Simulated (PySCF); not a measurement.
**Telling isomers of C5H14AlN apart by NMR**

Non-relativistic Hamiltonian, fast rotation and ring inversion assumed for equivalent nuclei, isolated molecule, one conformer. Shieldings: GIAO PBE0/pcSseg-1; coordinates at the PBE0-D3(BJ)/def2-SVP level; PySCF.

δ = σ(ref) − σ, references computed at the same level: 1H and 13C vs TMS. Where no couplings were computed, multiplicities follow the n + 1 count of equivalent neighbours, and m marks all less simple cases (inequivalent or close neighbours, rings, F or P nearby). Shifts are as computed. Against solution values, carbons near 30 ppm lie about +2 ppm off and those near 130 ppm about +5 ppm. Of 1211 compounds with measured shifts, 218 miss one by over three times the rms of a fit or turn the order of signals round; such compounds aren't used in these exercises.

(1) Tabulate the signals of `C=CC[N+](C)(C)[AlH3-]`, `C=[CH][AlH2-][N+](C)(C)C` and their relative energies.

(2) What is the quickest way to tell C=CC[N+](C)(C)[AlH3-] from C=[CH][AlH2-][N+](C)(C)C?

## Answers

(1) 
```tsv
SMILES	carbon types	δC	δH	E rel. (kcal/mol)
C=CC[N+](C)(C)[AlH3-]	1×CH 2×CH2 2×CH3	136.8, 134.3, 60.7, 42.4	6.08 (m, 1H), 5.81 (m, 1H), 5.73 (m, 1H), 4.02 (br, 3H), 3.44 (d, 2H), 2.41 (s, 6H)	5.1
C=[CH][AlH2-][N+](C)(C)C	1×CH 1×CH2 3×CH3	154.2, 144.4, 47.4	6.51 (m, 1H), 6.33 (m, 1H), 6.06 (m, 1H), 4.02 (br, 2H), 2.43 (s, 9H)	0.0
```

Energies are electronic energies at PBE0/pcSseg-1 on these geometries, without zero-point or thermal terms, each for the one conformer computed, which needn't be the lowest.

(2) Count the carbon signals: 4 against 3. The first has an allylic sp3 CH2 bonded to N at 60.7 ppm, the second an alkene CH at 154.2 ppm. Their most deshielded carbons lie at 136.8 and 154.2 ppm. In the proton spectra the most deshielded non-exchanging signals are 6.08 (m, 1H) and 6.51 (m, 1H).
